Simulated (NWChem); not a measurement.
All runs are NWChem calculations. System: C$_{3}$H$_{7}$O, charge 0, spin multiplicity 2, at a geometry optimised with UPBE0/def2-SVP. The structure started from a generated list of species. Its SCF solution wasn't tested for a lower state. Level: G0W0@UPBE0/def2-TZVP, RI basis def2-tzvp-rifit.

NWChem printed:

```
             Northwest Computational Chemistry Package (NWChem) 7.3.0
             --------------------------------------------------------

                                NWChem Input Module
                                -------------------

 Scaling coordinates for geometry "geometry" by  1.889725989
 (inverse scale =  0.529177249)

                             Geometry "geometry" -> ""
                             -------------------------

 Output coordinates in angstroms (scale by  1.889725989 to convert to a.u.)

  No.       Tag          Charge          X              Y              Z
 ---- ---------------- ---------- -------------- -------------- --------------
    1 C                    6.0000     1.30183600    -0.65443900     0.12977400
    2 C                    6.0000     0.01375900    -0.00158300    -0.21300300
    3 C                    6.0000    -1.29110400    -0.63324800     0.12464200
    4 O                    8.0000     0.08044900     1.36350200    -0.15360900
    5 H                    1.0000     1.52148900    -0.60371000     1.21764500
    6 H                    1.0000     1.29563700    -1.71643200    -0.15625600
    7 H                    1.0000     2.13615600    -0.15676500    -0.38813700
    8 H                    1.0000    -2.12555300    -0.16443800    -0.42716300
    9 H                    1.0000    -1.53472800    -0.55239100     1.20668100
   10 H                    1.0000    -1.29121300    -1.70324100    -0.13007400
   11 H                    1.0000    -0.79232300     1.72458700    -0.34229900

 Effective nuclear repulsion energy (a.u.)     126.1597517453

            Nuclear Dipole moment (a.u.)
            ----------------------------
        X                 Y               Z
 ---------------- ---------------- ----------------
     0.0000056692     0.0000113384     0.0000056692


 Summary of "ao basis" -> "" (spherical)
 ------------------------------------------------------------------------------
       Tag                 Description            Shells   Functions and Types
 ---------------- ------------------------------  ------  ---------------------
 *                         def2-tzvp                  on all atoms

 new library libraries.bse/

 Summary of "ri basis" -> "" (spherical)
 ------------------------------------------------------------------------------
       Tag                 Description            Shells   Functions and Types
 ---------------- ------------------------------  ------  ---------------------
 *                      def2-tzvp-rifit               on all atoms

                                 NWChem DFT Module
                                 -----------------

 Summary of "ao basis" -> "ao basis" (spherical)
 ------------------------------------------------------------------------------
       Tag                 Description            Shells   Functions and Types
 ---------------- ------------------------------  ------  ---------------------
 C                         def2-tzvp                11       31   5s3p2d1f
 O                         def2-tzvp                11       31   5s3p2d1f
 H                         def2-tzvp                 4        6   3s1p

 Summary of "ao basis" -> "ao basis" (spherical)
 ------------------------------------------------------------------------------
       Tag                 Description            Shells   Functions and Types
 ---------------- ------------------------------  ------  ---------------------
 C                         def2-tzvp                11       31   5s3p2d1f
 O                         def2-tzvp                11       31   5s3p2d1f
 H                         def2-tzvp                 4        6   3s1p

            General Information
            -------------------
          SCF calculation type: DFT
          Wavefunction type:  spin polarized.
          No. of atoms     :    11
          No. of electrons :    33
           Alpha electrons :    17
            Beta electrons :    16
          Charge           :     0
          Spin multiplicity:     2
          Use of symmetry is: off; symmetry adaption is: off
          Maximum number of iterations: 100
          This is a Direct SCF calculation.
          AO basis - number of functions:   166
[...]
    beta     31     32     33     34     35     36     37     38     39     40
 overlap   0.794  0.661  0.880  0.983  0.941  0.933  0.975  0.974  0.981  0.992

   alpha     41     42     43     44     45     46     47     48     49     50
    beta     41     42     43     44     45     46     47     48     49     50
 overlap   0.993  0.981  0.979  0.995  0.989  0.989  0.976  0.978  0.999  0.997

   alpha     51     52     53     54     55     56     57     58     59     60
    beta     51     52     53     54     55     56     57     58     59     60
 overlap   0.999  0.990  0.990  0.996  0.998  0.995  0.994  0.993  0.998  1.000

   alpha     61     62     63     64     65     66     67     68     69     70
    beta     61     62     63     64     65     66     67     68     69     70
 overlap   0.838  0.835  0.987  0.983  0.999  0.987  0.966  0.871  0.851  0.622

   alpha     71     72     73     74     75     76     77     78     79     80
    beta     71     72     73     74     75     76     77     78     79     80
 overlap   0.916  0.790  0.999  0.999  0.921  0.918  0.998  0.999  0.999  0.999

   alpha     81     82     83     84     85     86     87     88     89     90
    beta     81     82     83     84     85     86     87     88     89     90
 overlap   0.992  0.992  0.997  0.996  0.996  0.994  0.998  0.998  1.000  0.768

   alpha     91     92     93     94     95     96     97     98     99    100
    beta     91     92     93     94     95     96     97     98     99    100
 overlap   0.768  0.997  0.997  0.999  0.998  0.998  0.998  0.998  0.998  0.995

   alpha    101    102    103    104    105    106    107    108    109    110
    beta    101    102    103    104    105    106    107    108    109    110
 overlap   0.997  0.993  0.912  0.911  0.981  0.975  0.990  0.996  0.998  0.996

   alpha    111    112    113    114    115    116    117    118    119    120
    beta    111    112    113    114    115    116    117    119    118    120
 overlap   0.996  0.995  0.902  0.898  0.870  0.849  0.986  0.885  0.913  0.894

   alpha    121    122    123    124    125    126    127    128    129    130
    beta    121    122    123    124    125    126    127    129    128    130
 overlap   0.897  0.982  0.974  0.941  0.942  0.988  0.986  0.813  0.812  0.995

   alpha    131    132    133    134    135    136    137    138    139    140
    beta    131    132    133    134    135    136    137    138    139    140
 overlap   0.994  0.991  0.993  0.998  0.993  0.993  0.995  0.996  0.993  0.993

   alpha    141    142    143    144    145    146    147    148    149    150
    beta    141    142    143    144    145    146    147    148    149    150
 overlap   0.999  0.999  0.999  0.999  0.978  0.979  1.000  0.999  0.999  1.000

   alpha    151    152    153    154    155    156    157    158    159    160
    beta    151    152    153    154    155    156    157    158    159    160
 overlap   1.000  1.000  1.000  1.000  1.000  1.000  1.000  1.000  0.994  0.994

   alpha    161    162    163    164    165    166
    beta    161    162    163    164    165    166
 overlap   1.000  1.000  1.000  1.000  1.000  1.000

     --------------------------
     Expectation value of S2:
     --------------------------
      <S2> =      0.7544 (Exact =     0.7500)

 center of mass
 --------------
 x =   0.02508806 y =   0.10050765 z =  -0.03110424

 moments of inertia (a.u.)
 ------------------
         192.444985441853           0.566144519877          -0.696464758685
           0.566144519877         225.161044662204          23.720844227290
          -0.696464758685          23.720844227290         383.669610241263

     Multipole analysis of the density
     ---------------------------------

     L   x y z        total         alpha         beta         nuclear
     -   - - -        -----         -----         ----         -------
     0   0 0 0     -0.000000    -17.000000    -16.000000     33.000000

     1   1 0 0     -0.537714     -0.274092     -0.263628      0.000006
     1   0 1 0     -0.150076     -0.104409     -0.045678      0.000011
     1   0 0 1      0.021478      0.240922     -0.219450      0.000006

     2   2 0 0    -18.222971    -77.933957    -75.805227    135.516213
     2   1 1 0     -2.082278      0.332853      0.356258     -2.771388
     2   1 0 1      0.431002     -0.201777     -0.252568      0.885348
     2   0 2 0    -18.810495    -62.777221    -60.992079    104.958805
     2   0 1 1     -0.441923      7.063265      6.878514    -14.383702
     2   0 0 2    -20.159076    -18.956788    -15.792263     14.589975

 Task  times  cpu:       84.8s     wall:       84.8s

                                NWChem Input Module
                                -------------------

                                 NWChem GW Module
                                 ----------------

                             ***********************
                             ***        GW       ***
                             ***********************

 Summary of "ri basis" -> "ri basis" (spherical)
 ------------------------------------------------------------------------------
       Tag                 Description            Shells   Functions and Types
 ---------------- ------------------------------  ------  ---------------------
 C                      def2-tzvp-rifit             22       76   8s6p4d3f1g
 O                      def2-tzvp-rifit             22       76   8s6p4d3f1g
 H                      def2-tzvp-rifit              7       15   4s2p1d

                 Memory Information
                 ------------------
          Available GA per process is          1699.6 MBs
          Available stack per process is        700.0 MBs
          Available heap per process is           0.9 MBs

          Peak memory in Initialization
              Peak GA per process is                 20.8 MBs
              Peak stack per process is               0.3 MBs
              Peak heap per process is               21.0 MBs
              Memory not in MA per process            0.0 MBs

          Peak memory in CDGW Calculation
              Peak GA per process is                 23.3 MBs
              Peak stack per process is               2.6 MBs
              Peak heap per process is                4.5 MBs
              Memory not in MA per process            0.0 MBs

          Computing 2-center integrals
          Computing Inverse Cholesky factor
          Computing 3-center integrals
          Computing Vxc

          Computing Sigma_x
          Computing W(iw) on the imaginary grid
          Solving quasiparticle equations

                  Alpha Orbitals
          State     Energy (eV)     Error (eV)
          -----------------------------------
@GW        14        -13.029           0.002
@GW        15        -12.471           0.001
@GW        16        -11.830           0.002
@GW        17         -6.561           0.002
@GW        18          2.641           0.004
@GW        19          3.855           0.005

                   Beta Orbitals
          State     Energy (eV)     Error (eV)
          -----------------------------------
@GW        13        -13.365           0.002
@GW        14        -12.964           0.002
@GW        15        -12.075           0.002
@GW        16        -11.485           0.002
@GW        17          1.674           0.005
@GW        18          2.709           0.004

     GW Timing Statistics
   ------------------------
   Init.   :          0.1s
     ERIs  :          3.8s
     Distr.:          0.1s
     Vxc   :          9.2s
   Vmo     :          0.0s
   iW      :          8.3s
   I_n     :          0.0s
   R_n     :          3.4s
   GW total:         24.8s

 Task  times  cpu:       24.8s     wall:       24.8s

 Total times  cpu:      109.7s     wall:      109.7s
```

Task: Write an NWChem input that would produce this output.

Result: One answer among several that fit: 
```
start mol
memory heap 200 mb stack 700 mb global 1700 mb
geometry units angstroms nocenter noautoz noautosym
  C      1.301836    -0.654439     0.129774
  C      0.013759    -0.001583    -0.213003
  C     -1.291104    -0.633248     0.124642
  O      0.080449     1.363502    -0.153609
  H      1.521489    -0.603710     1.217645
  H      1.295637    -1.716432    -0.156256
  H      2.136156    -0.156765    -0.388137
  H     -2.125553    -0.164438    -0.427163
  H     -1.534728    -0.552391     1.206681
  H     -1.291213    -1.703241    -0.130074
  H     -0.792323     1.724587    -0.342299
end
basis spherical
  * library def2-tzvp
end
basis "ri basis" bse spherical
  * library def2-tzvp-rifit
end
dft
  xc pbe0
  odft
  mult 2
  iterations 100
  direct
  tolerances tight
end
task dft energy
gw
  method cdgw
  states alpha occ 4 vir 2
  states beta occ 4 vir 2
end
task dft gw
```
